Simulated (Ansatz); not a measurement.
Isolated molecules relaxed with PBE0-D4/def2-TZVP in Ansatz; ΔE leaves out vibrations. CCSD(T)/CBS is the MP2 limit (def2-TZVPP, def2-QZVPP) plus CCSD(T) − MP2 in def2-TZVPP, frozen cores. This one scheme is used for every species. DFT in def2-TZVPP. Elements past krypton have def2 core potentials. For Sn outer-core shells are correlated without core-valence functions, which leaves a few kJ/mol of doubt a bond.

Reaction (hydrogenolysis of the Sn–C bond): `N#[C][SnH]([C]#N)[C]#N` + H₂ → `N#[C][SnH2][C]#N` + `C#N`

```
         level  ΔE (kJ/mol)
  CAM-B3LYP-D4        -28.4
MP2/def2-TZVPP        -10.8
```

(1) What does CCSD(T)/CBS give? (An estimate is asked.)

Largest T1 diagnostic among the species: 0.015.

## Answers

(1) The calculation gave: -16.3 kJ/mol. The listed levels differ from it by -12.1, 5.5 kJ/mol.

Leaving LDA and LC-ωPBE aside and taking each functional with its dispersion term where it has one, the values, not all of them listed here, spread over 11.5 kJ/mol, from B97M-V to revPBE-D4. LDA lies −7.1 kJ/mol from PBE without D4. From r2SCAN to r2SCAN0 (25 % exact exchange), in def2-TZVPP and without D4, ΔE moves by −4.5 kJ/mol.
